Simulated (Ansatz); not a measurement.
Basis-set series for C₃H₃F₅, SMILES `FC(F)C(F)C(F)F`. The species carries charge 0 and has multiplicity 1. All single points use the PBE0-D4/def2-TZVP geometry. It is one conformer, not always the lowest.

```xyz
11

F     2.219    0.763    0.522
C     1.247   -0.133    0.265
F     1.066   -0.887    1.378
C    -0.048    0.601   -0.037
F     0.122    1.307   -1.195
C    -1.215   -0.357   -0.189
F    -0.975   -1.221   -1.203
F    -2.330    0.339   -0.491
H     1.568   -0.778   -0.557
H    -0.262    1.296    0.781
H    -1.391   -0.930    0.726
```

```
functional       basis  functions  energy (Eh)  HOMO (eV)  LUMO (eV)
   PBE0-D4    def2-SVP        127   -614.25782      -9.71       1.48
   PBE0-D4  def2-QZVPP        546   -615.02915      -9.93       0.64
   ωB97M-V    def2-SVP        127   -614.68398     -12.10       3.53
   ωB97M-V  def2-QZVPP        546   -615.47087     -12.35       2.01
```

Problem. Give the rows for def2-TZVPP. (Estimate.)

Solution. Ansatz gave: 
| functional | basis | functions | energy (Eh) | HOMO (eV) | LUMO (eV) |
| --- | --- | --- | --- | --- | --- |
| PBE0-D4 | def2-TZVPP | 290 | -614.99797 | -9.88 | 0.93 |
| ωB97M-V | def2-TZVPP | 290 | -615.44135 | -12.29 | 2.80 |

Positive LUMOs are unbound and depend on the basis.
